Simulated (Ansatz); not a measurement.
The inner images of a band of ClFH2Si + H2O (8 atoms, charge 0, multiplicity 1) are given out of order.

Computed with Ansatz, RKS PBE0-D4/6-31G*.

First end point:

```xyz
8
Properties=species:S:1:pos:R:3
Si 0.295 -0.027 -0.013
Cl 0.451 -0.663 1.943
H 1.692 0.257 -0.420
F -0.469 1.386 -0.075
H -0.317 -1.059 -0.866
O -2.422 -0.352 0.625
H -2.409 -0.653 1.544
H -2.540 0.605 0.687
```

Last end point:

```xyz
8
Properties=species:S:1:pos:R:3
Si -0.340 0.065 -0.629
Cl -0.598 -0.207 3.619
H 1.017 -0.104 -0.074
F -0.577 1.598 -1.034
H -0.619 -0.756 -1.832
O -1.362 -0.372 0.607
H -2.303 -0.451 0.407
H -0.939 -0.280 2.361
```

Put them in order from the first end to the last, with their energies above the first end.
A.
```xyz
8
Properties=species:S:1:pos:R:3
Si 0.328 0.051 -0.044
Cl 0.511 -0.154 2.002
H 1.729 0.082 -0.528
F -0.317 1.453 -0.451
H -0.394 -1.106 -0.610
O -2.357 0.026 0.838
H -2.935 -0.641 0.450
H -2.286 -0.218 1.769
```
B.
```xyz
8
Properties=species:S:1:pos:R:3
Si -0.222 0.088 -0.158
Cl 0.070 -1.265 2.129
H 0.914 0.873 0.337
F -0.872 0.941 -1.368
H -0.113 -1.271 -0.707
O -1.644 0.325 0.930
H -2.523 0.172 0.543
H -1.330 -0.370 1.719
```
C.
```xyz
8
Properties=species:S:1:pos:R:3
Si -0.045 -0.014 0.022
Cl 0.447 -0.869 1.980
H 1.231 0.735 -0.015
F -0.885 1.008 -0.957
H -0.163 -1.299 -0.702
O -1.801 0.174 0.996
H -2.570 0.253 0.410
H -1.935 -0.493 1.691
```
D.
```xyz
8
Properties=species:S:1:pos:R:3
Si -0.363 0.150 -0.592
Cl -0.445 -0.809 3.476
H 0.943 0.367 0.060
F -0.716 1.395 -1.537
H -0.432 -1.071 -1.431
O -1.450 0.056 0.661
H -2.354 -0.215 0.455
H -0.903 -0.379 2.333
```
E.
```xyz
8
Properties=species:S:1:pos:R:3
Si 0.171 0.007 0.004
Cl 0.540 -0.305 2.030
H 1.543 0.365 -0.419
F -0.660 1.246 -0.608
H -0.268 -1.273 -0.594
O -2.036 0.032 0.997
H -2.771 0.080 0.374
H -2.239 -0.658 1.641
```
F.
```xyz
8
Properties=species:S:1:pos:R:3
Si -0.376 0.235 -0.439
Cl -0.199 -1.303 2.928
H 0.812 0.827 0.206
F -0.800 1.093 -1.723
H -0.191 -1.166 -0.887
O -1.580 0.337 0.711
H -2.453 0.006 0.464
H -0.933 -0.536 2.167
```
G.
```xyz
8
Properties=species:S:1:pos:R:3
Si 0.313 0.012 -0.038
Cl 0.419 -0.356 1.991
H 1.728 0.110 -0.470
F -0.339 1.448 -0.306
H -0.371 -1.096 -0.730
O -2.414 -0.114 0.615
H -2.628 -0.982 0.978
H -2.427 0.471 1.384
```

G (+0.05 eV), A (+0.10 eV), E (+0.22 eV), C (+0.52 eV), B (+0.74 eV), F (+0.01 eV), D (-0.03 eV).

Run time: 8.1 min on 1 thread of Arm Neoverse V1 (shared host), peak memory 0.18 GiB.
